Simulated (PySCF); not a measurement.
## Finite-field polarisability of Ne (neon, neutral)

[Ne], closed-shell 1S. Calculation: PySCF 2.14, in aug-cc-pwCVDZ; the non-relativistic Hamiltonian (point nucleus). Frozen: 1s2. Energy changes in a uniform field (μhartree):

```csv
axis,F (au),HF,MP2,CCSD,CCSD(T)
x,0.01,-91.692,-99.517,-98.496,-99.075
x,0.02,-366.870,-398.210,-394.122,-396.441
```

Derive α along x at CCSD(T) from the two fields.

With ΔE = −αF²/2 − γF⁴/24, α = −(16 ΔE(F) − ΔE(2F))/(6F²) = 1.981 bohr³.

And the mean polarisability at each level?

HF 1.834, MP2 1.990, CCSD 1.970, CCSD(T) 1.981 bohr³. Reference: 2.661 bohr³ (recommended; Schwerdtfeger and Nagle, table of static dipole polarizabilities (2023 update)).

CCSD(T) lies more than 5 % below the reference, which points to too few diffuse and polarisation functions.

A double-zeta set is small for polarisabilities.
